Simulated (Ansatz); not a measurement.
Program: Ansatz. Geometries: PBE0-D4/def2-TZVP. ΔE: electronic, gas phase. CCSD(T)/CBS is the MP2 limit (def2-TZVPP, def2-QZVPP) plus CCSD(T) − MP2 in def2-TZVPP, frozen cores. This one scheme is used for every species, atoms too. DFT in def2-TZVPP. B3LYP here is the variant with VWN-RPA as its local correlation; programs differ in this. Open shells (•) are unrestricted, without spin–orbit coupling. Spin–orbit coupling would lower the free atoms: a little for C, O, Si. Each species was taken in one conformer, which may not be the lowest.

`OC1=NC[SiH2]1` → 2 C• + 5 H• + N• + O• + Si•  (atomization)

`OC1=NC[SiH2]1`:

Z-matrix (Å, degrees):
```
C
Si 1 1.893
N 1 1.490 2 89.0
H 1 1.092 2 117.7 3 113.7
H 1 1.092 2 117.7 3 -113.7
C 2 1.874 1 70.8 3 -0.0
H 2 1.488 1 119.3 3 -111.3
H 2 1.488 1 119.3 3 111.2
O 6 1.328 2 139.2 1 -180.0
H 9 0.970 6 107.3 2 -180.0
```

**Question.** What is ΔE at CCSD(T)/CBS? (Best estimate.)

**Answer.** Ansatz gave: +3814.9 kJ/mol.

**Question.** What do these levels give: PBE-D4, B3LYP-D4, ωB97X-V, PBE, PBE0, HF/def2-TZVPP, MP2/def2-TZVPP, HF/def2-QZVPP, MP2/def2-QZVPP, SCS-MP2/def2-QZVPP, HF/CBS(def2), CCSD/CBS(def2)? (Estimate.)

**Answer.** Computed: PBE-D4 3947.3, B3LYP-D4 3819.8, ωB97X-V 3842.7, PBE 3926.9, PBE0 3822.9, HF/def2-TZVPP 2596.2, MP2/def2-TZVPP 3783.9, HF/def2-QZVPP 2603.6, MP2/def2-QZVPP 3854.4, SCS-MP2/def2-QZVPP 3842.8, HF/CBS(def2) 2604.7, CCSD/CBS(def2) 3737.3 kJ/mol.

Largest T1 diagnostic among the species: 0.014.

In def2-TZVPP, CCSD(T) changes the Hartree–Fock value by +1100.3 kJ/mol (the triples alone add +77.6 kJ/mol) and MP2 by +1187.7 kJ/mol; breaking electron pairs costs correlation energy, which Hartree–Fock lacks. The D4 term adds +32.9 kJ/mol with B3LYP and +17.0 kJ/mol with PBE0; it sums over pairs of atoms, weighted by their polarisabilities, and B3LYP, whose exchange is more repulsive, gets the larger term. From PBE to PBE0 (25 % exact exchange), in def2-TZVPP and without D4, ΔE moves by −104.0 kJ/mol: exact exchange takes away binding that semilocal exchange gives to molecules.

For atomizations the MP2-based limit and the directly extrapolated one differ by several kJ/mol either way, and by 10 to 25 for some Ge, Se and Sn compounds, so smaller differences from it don't rank the levels.
